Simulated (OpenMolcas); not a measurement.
An OpenMolcas run meant for Ta V (ANO-RCC-VDZ, DKH2; inactive shells 1s 2s 2p 3s 3p 3d 4s 4p 4d 4f 5s 5p; intended active space 1 electron in 10 orbitals (5d 6d)). One step of its input:

```
&CASPT2
Multistate=5 1 2 3 4 5
Frozen=14 16
IPAE=0.25
Imaginary=0.1
MaxIter=60
WThr=0.0 0.3 0.05
PrWF=0.5
NoMix
```

Lines from the output:

```
|        MOLCAS_PRINT = 2
  |       MOLCAS_SOURCE = <dir>
  |    MOLCAS_STRUCTURE = 0
  |
   --------------------------------------------------------------------------------------
++ ---------   Input file   ---------
>>> COPY JOB001 $Project.JobIph
&CASPT2
Multistate=5 1 2 3 4 5
Frozen=14 16
IPAE=0.25
Imaginary=0.1
MaxIter=60
WThr=0.0 0.3 0.05
PrWF=0.5
NoMix
-- ----------------------------------
>>> COPY JOB001 a.JobIph
*** symbolic link created: INPORB -> a.RasOrb
--- Start Module: caspt2 at  ---
()()()()()()()()()()()()()()()()()()()()()()()()()()()()()()()()()()()()()()()()()()()()()()()()()()
                                              &CASPT2
                                   only a single process is used
                       available to each process: 2.3 GB of memory, 1 thread
()()()()()()()()()()()()()()()()()()()()()()()()()()()()()()()()()()()()()()()()()()()()()()()()()()
 ###    ERROR: Unrecognized keyword: IPAE                                    ###
--- Stop Module: caspt2 at  /rc=_RC_INPUT_ERROR_ ---
.####################.
.# User input error #.
.####################.
```

Question: What is wrong with the input?

Answer: A keyword is misspelt. OpenMolcas reads the first four letters of a keyword, so the setting is refused or falls back to its default.
